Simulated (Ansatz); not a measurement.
```yaml
crystal:
  periodic: [false, false, false]
  atoms:
    - {symbol: Ir, position_ang: [0.008382, 0.011894, -0.123279]}
    - {symbol: O, position_ang: [1.423433, 0.849376, 0.241247]}
    - {symbol: O, position_ang: [-1.431815, -0.861270, -0.117968]}
basis:
  gaussian: {orbitals: def2-mTZVPP}
magnetization: {spin_polarized: false, initial_magnetization: 3}
hamiltonian: {xc: {name: r2SCAN}, dispersion: rvv10}
scf: {lower_state_search: off}
```

```sh
$ ansatz run in.yaml --threads 4 --pin off --events-out ev --progress --plain --max-ram 3916MiB
```

It prints (some lines left out):

```
Functional definition: r2SCAN+rVV10
639 factors; their error is unknown
mean field evaluation 1: about -6913.7728 eV, gradient 9.0e1 eV
mean field evaluation 2: about -6756.7637 eV, gradient 2.5e2 eV
mean field evaluation 4: about -6923.7390 eV, gradient 4.3e1 eV
mean field evaluation 8: about -6924.3505 eV, gradient 3.7e1 eV
mean field evaluation 16: about -6928.8421 eV, gradient 5.6e-2 eV
mean field -6928.84214753 eV, -254.6302523839 hartree, gradient 2.1e-6 eV, S^2 3.750000; 0 other end points of the search recorded, 0 dependent functions left out
reference -6928.84216185 eV, -254.6302529099 hartree; 18, 15 occupied and 66, 69 virtual orbitals, 639 factors
Total energy: -6928.84216185 eV, -254.6302529099 hartree
Checks for a lower state left out: stability, starts, cluster_reference, orbital_swaps, neighbouring_geometries, increment
```

Run time 5.5 s (4 threads of Arm Neoverse V2 on a shared host).

In the def2 sets Ir takes a core potential; there is no spin–orbit coupling.

With spin_polarized false and unpaired electrons the run is restricted open-shell.
